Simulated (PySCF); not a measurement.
Al(F)(H)(SiH3) (AlFH4Si), SMILES [F][AlH][SiH3]. Atoms are numbered in the order given.

```xyz
7

Al     0.1336    -0.6934    -0.6264
F     -1.4175    -0.7468    -1.2139
H      1.1494    -1.7141    -1.2674
Si     0.5650     0.9626     1.1291
H      0.3087     2.3378     0.6286
H      1.9726     0.9014     1.5993
H     -0.3206     0.7341     2.2997
```
Charge 0, spin multiplicity 1.

Geometry optimised at B3LYP-D3(BJ)/def2-TZVP.

The numbers are results of TDDFT-CAM-B3LYP/def2-SVPD in PySCF 2.14.0, not measurements.

Vertical excitations. Gas-phase values at a fixed geometry.

```csv
state,energy (eV),λ (nm),f,main pairs
S1,4.80,259,0.008,HOMO→LUMO 98 %
S2,6.53,190,0.022,"HOMO→LUMO+2 55 %, HOMO→LUMO+1 38 %"
S3,6.96,178,0.278,"HOMO→LUMO+1 55 %, HOMO→LUMO+2 38 %"
S4,7.32,169,0.007,HOMO−1→LUMO 91 %
S5,7.53,165,0.009,"HOMO−2→LUMO 45 %, HOMO→LUMO+3 39 %, HOMO→LUMO+4 9 %"
S6,7.69,161,0.093,HOMO−3→LUMO 88 %
S7,7.81,159,0.197,"HOMO−2→LUMO 42 %, HOMO→LUMO+4 28 %, HOMO→LUMO+3 21 %"
S8,7.98,155,0.006,HOMO→LUMO+5 90 %
S9,8.03,154,0.389,"HOMO→LUMO+4 48 %, HOMO→LUMO+3 32 %"
S10,8.68,143,0.002,HOMO−5→LUMO 92 %
T1,4.10,302,0,HOMO→LUMO 97 %
T2,5.76,215,0,HOMO→LUMO+2 82 %
T3,5.92,210,0,"HOMO→LUMO+1 67 %, HOMO→LUMO+3 18 %"
T4,6.46,192,0,HOMO−3→LUMO 78 %
```
Triplets are in the Tamm–Dancoff approximation, which puts them higher than full response would, so one can lie above its singlet here.
